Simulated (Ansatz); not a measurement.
The cluster Na₃Sn₅⁻, relaxed as a singlet with RKS r2SCAN-D4/def2-SVPD in Ansatz, starting from the GFN2-xTB geometry. Force threshold 0.02 eV/Å.

In the def2 sets Sn takes a core potential; there is no spin–orbit coupling. The restricted singlet is unstable towards broken spin symmetry in Hartree–Fock (as tested in another run); at r2SCAN-D4/def2-SVPD this wasn't settled. Another isomer (singlet) lies 0.13 eV lower at PBE0-D4/def2-SVP; other spin states weren't run for this one.

Start:

```csv
atom,x (Å),y (Å),z (Å)
Na1,0.8881,1.1215,2.2115
Na2,-1.0668,-1.2042,2.8614
Na3,1.6558,-1.8941,2.0179
Sn4,1.6586,-0.3185,-2.1015
Sn5,-2.2681,1.1636,-0.8553
Sn6,0.3337,1.9837,-1.3323
Sn7,-0.9795,-0.2611,-2.7835
Sn8,-0.2217,-0.5909,-0.0183
```

| step | energy (eV) | largest force component (eV/Å) | SCF passes |
| --- | --- | --- | --- |
| 1 | -42417.1744 | 1.816 | 21 |
| 2 | -42417.6966 | 0.664 | 29 |
| 3 | -42417.9153 | 0.363 | 30 |
| 4 | -42418.0536 | 0.102 | 31 |
| 5 | -42418.0754 | 0.060 | 25 |
| 6 | -42418.1021 | 0.094 | 31 |
| 7 | -42418.1376 | 0.079 | 29 |
| 8 | -42418.1809 | 0.067 | 30 |
| 9 | -42418.2307 | 0.076 | 29 |
| 10 | -42418.2876 | 0.099 | 25 |
| 11 | -42418.3435 | 0.196 | 28 |
| 12 | -42418.3541 | 0.204 | 31 |
| 13 | -42418.3796 | 0.158 | 25 |
| 14 (rejected) | -42418.3793 | 0.294 | 25 |
| 15 | -42418.3874 | 0.119 | 25 |
| 16 | -42418.3914 | 0.133 | 25 |
| 17 (rejected) | -42418.3886 | 0.210 | 26 |
| 18 | -42418.3916 | 0.091 | 27 |
| 19 | -42418.3925 | 0.056 | 24 |
| 20 | -42418.3933 | 0.018 | 27 |

Force components are those of the run's own axes.

End:

```xyz
8

Na   -0.359    1.548    2.088
Na   -0.544   -1.681    3.303
Na    2.140   -0.794    1.292
Sn    1.370   -1.363   -1.847
Sn   -1.911    1.676   -0.801
Sn    1.041    1.408   -0.848
Sn   -0.769    0.211   -3.048
Sn   -0.968   -1.004   -0.138
```

Bonds formed: Na1–Sn5, Na3–Sn4, Na3–Sn6 (atoms count from 1).

No frequencies were taken in this run, so the end may be a saddle point.

Hardware: 4 threads of Arm Neoverse V1 on a shared host. Wall time 4.2 min.
